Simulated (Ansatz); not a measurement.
`C[N](C)[GeH3]` → `[CH2]` (triplet) + `C[NH][GeH3]` at 600 K and 1 bar (formal loss of a carbene).

Isolated molecules relaxed with PBE0-D4/def2-TZVP in Ansatz; ΔE leaves out vibrations. CCSD(T)/CBS adds triple-zeta CCSD(T) − MP2 to the extrapolated MP2 energy (def2 sets, frozen cores). This one scheme is used for every species. Triplets are unrestricted, without spin–orbit coupling. For Ge outer-core shells are correlated without core-valence functions, which leaves a few kJ/mol of doubt a bond. Scalar relativity is left out up to krypton.

| species | CCSD(T)/CBS energy (Eh) | H − E (kJ/mol) | S (J/(mol·K)) |
| --- | --- | --- | --- |
| `C[N](C)[GeH3]` | -2212.31524 | 339.1 | 433.3 |
| `[CH2]` (triplet) | -39.09499 | 66.5 | 220.8 |
| `C[NH][GeH3]` | -2173.06430 | 253.9 | 386.3 |

H − E and S are ideal-gas, rigid-rotor, harmonic terms from PBE0-D4/def2-TZVP, for one conformer and one mirror image of each species, with the whole ground term of open shells counted as degenerate. 1 Eh = 2625.50 kJ/mol, R = 8.31446 J/(mol·K).

Q: By hand: ΔE, ΔH, ΔS and ΔG.

A: ΔE = (-39.09499) + (-2173.06430) − (-2212.31524) = 0.15595 Eh = 409.4 kJ/mol. Δ(H − E) = 66.5 + 253.9 − 339.1 = -18.7, so ΔH = 390.7 kJ/mol. ΔS = 220.8 + 386.3 − 433.3 = 173.8 J/(mol·K). ΔG = 390.7 − 600 × (173.8)/1000 = 286.4 kJ/mol.

Q: By hand: the equilibrium constant, and the temperature at which ΔG would vanish if ΔH and ΔS stayed fixed.

A: log₁₀ K = −ΔG/(RT ln 10) = -24.9. ΔG = 0 at ΔH/ΔS = 2248 K.

The number of gas molecules changes by +1, which sets the sign of ΔS. A doubt of 5 kJ/mol in ΔE shifts log₁₀ K by 0.4 here. Other conformers and mirror images would add mixing entropy, several J/(mol·K) or more a flexible species. A triplet takes part, so the spin changes. These are equilibria of isolated gas molecules and say nothing of rates. Largest T1 diagnostic: 0.011 (customary marks: 0.02 for closed shells, 0.045 for open ones).
